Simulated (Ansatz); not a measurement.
Basis-set extrapolation for `SC1N[SiH2]1` (PBE0-D4/def2-TZVP geometry, frozen core, the Gaussian-basis code of Ansatz). Multiplicity 1, RHF reference.

|  | def2-TZVPP | def2-QZVPP |
| --- | --- | --- |
| HF | -781.706067 | -781.731289 |
| MP2 correlation | -0.676789 | -0.727160 |
| CCSD(T) correlation | -0.750686 | not run |

Energies in hartree. Use E(X) = E(∞) + A·exp(−7.88·√X) for Hartree–Fock and E(X) = E(∞) + B·X^(−2.97) for correlation, with X = 3 and 4, and add CCSD(T) minus MP2 of the smaller set to the MP2 limit.

Problem. What is the CCSD(T) energy at the basis-set limit?

Solution. HF limit: -781.731289 + (-0.025222) × 0.13774 = -781.73476. MP2 limit: -0.727160 + (-0.050371) × 0.74074 = -0.76447. Higher-order term: -0.750686 − (-0.676789) = -0.07390. Total: -782.57313 hartree, 305.5 kJ/mol below CCSD(T)/def2-TZVPP.
